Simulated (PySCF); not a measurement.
# What a mistake does to a calculation on CFH6Si2 cation

These are calculations, not measurements. They come from PySCF 2.14.0, an open-source quantum chemistry program, on an isolated molecule that a program drew, which may never have been made. The molecule is CFH6Si2 cation (charge +1, singlet), drawn as the SMILES string `C[SiH+][SiH2]F`.

Each row is a Hartree-Fock (HF) and frozen-core CCSD(T) single point in the cc-pV(D+d)Z basis, meant for a local HF minimum. Run 1 is clean. Each other run has one planted mistake out of seven kinds, and not every kind appears here: one electron removed, one electron added, multiplicity raised by two, geometry at a saddle point, minimal basis STO-3G, one bond length entered in bohr, all coordinates scaled. The reference is restricted for singlets and unrestricted otherwise, and also for a bond in bohr. Adding or removing an electron swaps singlet and doublet. Electrons count all cores. HOMO and LUMO are orbital energies over both spins, the gradient is its largest component, and the lowest frequency (negative if imaginary) is given only where the gradient is small. Bond lengths are over the 9 bonds as drawn. T1 is the CCSD diagnostic: over 0.02 (restricted) or 0.045 (unrestricted) a single reference is doubtful.

Geometry of the clean run:
```xyz
10
CFH6Si2 cation, angstrom
C     0.4867   -2.2636    0.6548
Si    1.1951   -0.8078   -0.2118
Si   -0.0589    1.1783   -0.7464
F    -1.5018    0.7945   -0.1704
H     1.0367   -2.4160    1.5917
H     0.6476   -3.1606    0.0459
H    -0.5750   -2.1415    0.8671
H     2.6180   -0.9168   -0.5687
H    -0.0717    1.3083   -2.2037
H     0.5445    2.2875   -0.0071
```

| run | electrons | basis functions | <S^2> | HOMO (eV) | LUMO (eV) | gradient (hartree/bohr) | lowest frequency (cm^-1) | mean bond (Å) | longest bond (Å) | T1 | HF (hartree) | CCSD(T) (hartree) | mistake |
|---|---|---|---|---|---|---|---|---|---|---|---|---|---|
| 1 | 48 | 104 | 0.000 | -16.82 | -5.49 | 2.9e-05 | 45 | 1.5028 | 2.409 | 0.0129 | -718.45348 | -719.02154 | no fault |
| 2 | 48 | 104 | 0.918 | -15.25 | -6.28 | 3.9e-02 | - | 1.6844 | 3.470 | 0.0271 | -718.33549 | -718.87922 | one bond length entered in bohr |
| 3 | 48 | 104 | 0.000 | -17.19 | -5.39 | 1.1e-01 | - | 1.3931 | 2.233 | 0.0118 | -718.39480 | -718.95370 | all coordinates scaled |
| 4 | 49 | 104 | 0.771 | -7.19 | 2.09 | 3.8e-02 | - | 1.5028 | 2.409 | 0.0122 | -718.68579 | -719.26803 | one electron added |
| 5 | 47 | 104 | 0.771 | -24.03 | -14.79 | 7.4e-02 | - | 1.5028 | 2.409 | 0.0227 | -717.87261 | -718.42925 | ? |

**Which mistake was planted in run 5, and what did it cost?**

It counts 47 electrons, one fewer than the clean run, at the same geometry and basis. So the mistake is: one electron removed. Subtracting run 1 and multiplying by 627.51 kcal/mol a hartree, the energy moved by 364.5 kcal/mol in HF and 371.7 kcal/mol in CCSD(T).

